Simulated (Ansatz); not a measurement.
```yaml
crystal:
  periodic: [false, false, false]
  atoms:
    - {symbol: B, position_ang: [-0.133090, 0.556356, -0.936668]}
    - {symbol: C, position_ang: [-0.173024, 1.057890, 0.525332]}
    - {symbol: C, position_ang: [0.460393, -0.386667, 0.565467]}
    - {symbol: C, position_ang: [-0.410791, -0.933634, -0.630982]}
    - {symbol: H, position_ang: [0.581403, 0.973337, -1.801761]}
    - {symbol: H, position_ang: [-1.119888, 1.009522, 1.060113]}
    - {symbol: H, position_ang: [0.430899, 1.900435, 0.853385]}
    - {symbol: H, position_ang: [0.284777, -0.910450, 1.503643]}
    - {symbol: H, position_ang: [1.530902, -0.394460, 0.358760]}
    - {symbol: H, position_ang: [-0.002101, -1.726620, -1.252573]}
    - {symbol: H, position_ang: [-1.383979, -1.202713, -0.224314]}
basis:
  gaussian: {orbitals: def2-SVP}
magnetization: {spin_polarized: true, initial_magnetization: 2}
hamiltonian: {xc: {name: HF}}
correlation: {method: mp2}
output: {forces: true}
```

```sh
$ ansatz run in.yaml --threads 2 --pin off --events-out ev --progress --plain --max-ram 4352MiB
```

Shortened log:

```
Functional definition: HF
943 factors; integrals over basis functions are off by at most 1.3e-3 eV
mean field evaluation 1: about -3861.0437 eV, gradient 2.0e1 eV
mean field evaluation 2: about -3861.1452 eV, gradient 2.0e1 eV
mean field evaluation 4: about -3863.9388 eV, gradient 2.8e0 eV
mean field evaluation 8: about -3864.0872 eV, gradient 3.3e-1 eV
mean field evaluation 16: about -3864.0933 eV, gradient 6.0e-3 eV
mean field -3864.28878612 eV, -142.0099935808 hartree, gradient 1.4e-6 eV, S^2 2.015619; 4 other end points of the search recorded, 0 dependent functions left out
4 core orbitals not correlated: weight in the atoms' cores, before any rotation towards them, 1.000 or more for the frozen orbitals, at most 0.000 for the correlated occupied ones
reference -3864.28878612 eV, -142.0099935808 hartree; 12, 10 occupied and 75, 77 virtual orbitals, 943 factors
second order -13.44659235 eV of doubles, -0.00000000 eV of singles
Total energy: -3877.73537847 eV, -142.5041467353 hartree
Atom 0 at    -0.133090     0.556356    -0.936668 Å, force    -1.881651     4.723789    -0.236953 eV/Å
Atom 1 at    -0.173024     1.057890     0.525332 Å, force     1.859612    -0.248346     0.721095 eV/Å
Atom 2 at     0.460393    -0.386667     0.565467 Å, force    -0.443245     1.655140    -1.273466 eV/Å
Atom 3 at    -0.410791    -0.933634    -0.630982 Å, force     2.408201    -4.945727     1.388518 eV/Å
Atom 4 at     0.581403     0.973337    -1.801761 Å, force     0.012245    -0.620626    -0.854828 eV/Å
Atom 5 at    -1.119888     1.009522     1.060113 Å, force    -0.632795     0.337955    -0.054316 eV/Å
Atom 6 at     0.430899     1.900435     0.853385 Å, force     0.362564    -0.042150     0.364343 eV/Å
Atom 7 at     0.284777    -0.910450     1.503643 Å, force    -1.020615    -1.011588     0.921024 eV/Å
Atom 8 at     1.530902    -0.394460     0.358760 Å, force     0.145163     0.043228    -0.320872 eV/Å
Atom 9 at    -0.002101    -1.726620    -1.252573 Å, force     0.178750    -0.304843    -0.033939 eV/Å
Atom 10 at    -1.383979    -1.202713    -0.224314 Å, force    -0.988230     0.413167    -0.620606 eV/Å
Dipole moment:     0.159449    -0.497638     0.333067 e Å
```

Run time 3.8 s (2 threads of an Arm Neoverse V1 on a shared host); peak host memory 0.24 GiB.
